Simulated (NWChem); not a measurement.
# HSe anion

Computed with NWChem. Sets without diffuse functions describe the anion's extra electron poorly. The geometry was optimised at B3LYP/def2-SVPD.

For level Hartree-Fock/cc-pVTZ:

| Item | Result |
|---|---|
| highest occupied level (eV) | -2.12 |
| orbital gap (eV) | 11.49 |

What are these values for level Hartree-Fock/cc-pVDZ?

The highest occupied level (eV) is -1.56 and the orbital gap (eV) is 12.25.
